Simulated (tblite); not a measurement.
Isomers of C5H5F3P2. Computed values, GFN2-xTB/tblite, gas phase, harmonic and unscaled. Against measured fundamentals such values can be off by several per cent, at times by over 20. Modes of hydrogen on phosphorus can be 10 to 20 % off. One conformer each.

Electronic energies: GFN2-xTB at the same geometries; isomer energies are rough at this level and their order can be wrong.

| SMILES | electronic energy, lowest = 0 (kJ/mol) |
| --- | --- |
| C#CC/P=P/CC(F)(F)F | 0.0 |
| C#CPP(C)C(F)=C(F)F | 78.7 |
| CC#CPPC(F)=C(F)F | 46.4 |

**Question.** How do GFN2-xTB zero-point energies change the relative energies?

**Answer.** 
| SMILES | ZPE (kJ/mol) | of it from modes above 1550 cm⁻¹ | electronic (kJ/mol) | with ZPE, lowest = 0 (kJ/mol) | lowest mode (cm⁻¹) | rings |
| --- | --- | --- | --- | --- | --- | --- |
| C#CC/P=P/CC(F)(F)F | 231.5 | 104.9 | 0.0 | 0.0 | 11i | 0 |
| CC#CPPC(F)=C(F)F | 218.8 | 104.9 | 46.4 | 33.7 | 12i | 0 |
| C#CPP(C)C(F)=C(F)F | 220.6 | 110.9 | 78.7 | 67.8 | 21 | 0 |

The zero-point energies span 12.7 kJ/mol, from `CC#CPPC(F)=C(F)F` to `C#CC/P=P/CC(F)(F)F`. Slightly imaginary modes are left out of the zero-point energy: `C#CC/P=P/CC(F)(F)F` 11.4i cm⁻¹ and `CC#CPPC(F)=C(F)F` 11.7i cm⁻¹. The order is unchanged.
